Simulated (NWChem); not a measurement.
System: GeH4O4; SMILES [OH][Ge]([OH])([OH])[OH]

Input file for NWChem:

```
start job
memory heap 200 mb stack 900 mb global 1100 mb
geometry units angstroms noautoz
  O      1.141230     0.960271     0.926987
  Ge     0.000000     0.000000     0.000000
  O     -1.141230    -0.960271     0.926987
  O     -0.960271     1.141230    -0.926987
  O      0.960271    -1.141230    -0.926987
  H      0.780794     1.825890     1.151148
  H     -0.780794    -1.825890     1.151148
  H     -1.825890     0.780794    -1.151148
  H      1.825890    -0.780794    -1.151148
end
basis spherical
  O library def2-svp
  Ge library def2-svp
  H library def2-svp
end
dft
  xc xtpss03 ctpss03
  iterations 150
  grid medium becke
end
task dft gradient
```

NWChem printed, in part:

```
             Northwest Computational Chemistry Package (NWChem) 7.3.0
             --------------------------------------------------------

 S4  symmetry detected

                             Geometry "geometry" -> ""
                             -------------------------

 Output coordinates in angstroms (scale by  1.889725989 to convert to a.u.)

  No.       Tag          Charge          X              Y              Z
 ---- ---------------- ---------- -------------- -------------- --------------
    1 O                    8.0000     1.49148460    -0.00000000     0.92698700
    2 Ge                  32.0000     0.00000000     0.00000000     0.00000000
    3 O                    8.0000    -1.49148460     0.00000000     0.92698700
    4 O                    8.0000     0.00000000     1.49148460    -0.92698700
    5 O                    8.0000    -0.00000000    -1.49148460    -0.92698700
    6 H                    1.0000     1.77300842     0.89440187     1.15114800
    7 H                    1.0000    -1.77300842    -0.89440187     1.15114800
    8 H                    1.0000    -0.89440187     1.77300842    -1.15114800
    9 H                    1.0000     0.89440187    -1.77300842    -1.15114800

 Effective nuclear repulsion energy (a.u.)     443.1584996979

      Symmetry information
      --------------------

 Group name              S4
 Group number             37
 Group order               4
 No. of unique centers     3

                                 NWChem DFT Module
                                 -----------------

 Summary of "ao basis" -> "ao basis" (spherical)
 ------------------------------------------------------------------------------
       Tag                 Description            Shells   Functions and Types
 ---------------- ------------------------------  ------  ---------------------
 O                          def2-svp                 6       14   3s2p1d
 Ge                         def2-svp                12       32   5s4p3d
 H                          def2-svp                 3        5   2s1p

      Symmetry analysis of basis
      --------------------------

        a          27
        b          29
        e+         26
        e-         26

            General Information
            -------------------
          SCF calculation type: DFT
          Wavefunction type:  closed shell.
          No. of atoms     :     9
          No. of electrons :    68
           Alpha electrons :    34
            Beta electrons :    34
          Charge           :     0
          Spin multiplicity:     1
          Use of symmetry is: on ; symmetry adaption is: on
          Maximum number of iterations: 150
          AO basis - number of functions:   108
                     number of shells:    48
          Convergence on energy requested:  1.00D-06
          Convergence on density requested:  1.00D-05
          Convergence on gradient requested:  5.00D-04

              XC Information
              --------------
                  TPSS metaGGA Exchange Functional  1.000
             TPSS03 metaGGA Correlation Functional  1.000

             Grid Information
             ----------------
          Grid used for XC integration:  medium
          Radial quadrature: Mura-Knowles
          Angular quadrature: Lebedev.
          Tag              B.-S. Rad. Rad. Pts. Rad. Cut. Ang. Pts.
          ---              ---------- --------- --------- ---------
          O                   0.60       49          10.0       434
          Ge                  1.25      112           8.0       590
          H                   0.35       45          11.0       434
          Grid pruning is: on
          Number of quadrature shells:   206
          Spatial weights used: Becke

      Superposition of Atomic Density Guess
      -------------------------------------

 Sum of atomic energies:       -2375.80522187

      Non-variational initial energy
      ------------------------------

 Total energy =   -2377.090034
 1-e energy   =   -4192.261193
 2-e energy   =    1372.012660
 HOMO         =      -0.474300
 LUMO         =      -0.009683

      Symmetry analysis of molecular orbitals - initial
      -------------------------------------------------

  Numbering of irreducible representations:

     1 a           2 b           3 e+          4 e-

  Orbital symmetries:

     1 a           2 a           3 e+          4 e+          5 b
     6 a           7 e+          8 e+          9 b          10 a
    11 e+         12 e+         13 b          14 b          15 e+
    16 e+         17 a          18 b          19 a          20 e+
    21 e+         22 b          23 a          24 e+         25 e+
    26 b          27 a          28 b          29 e+         30 e+
    31 a          32 b          33 e+         34 e+         35 a
    36 b          37 e+         38 e+         39 a          40 b
    41 e+         42 e+         43 a          44 b

[...]

                         DFT ENERGY GRADIENTS

    atom               coordinates                        gradient
                 x          y          z           x          y          z
   1 O       2.818497  -0.000000   1.751751   -0.006766   0.009878  -0.003123
   2 Ge      0.000000   0.000000   0.000000    0.000000   0.000000   0.000000
   3 O      -2.818497   0.000000   1.751751    0.006766  -0.009878  -0.003123
   4 O       0.000000   2.818497  -1.751751   -0.009878  -0.006766   0.003123
   5 O      -0.000000  -2.818497  -1.751751    0.009878   0.006766   0.003123
   6 H       3.350500   1.690174   2.175354   -0.002640  -0.009655  -0.002255
   7 H      -3.350500  -1.690174   2.175354    0.002640   0.009655  -0.002255
   8 H      -1.690174   3.350500  -2.175354    0.009655  -0.002640   0.002255
   9 H       1.690174  -3.350500  -2.175354   -0.009655   0.002640   0.002255
```

Level: TPSS/def2-SVP. All runs use the structure optimised with PBE0/def2-SVP.
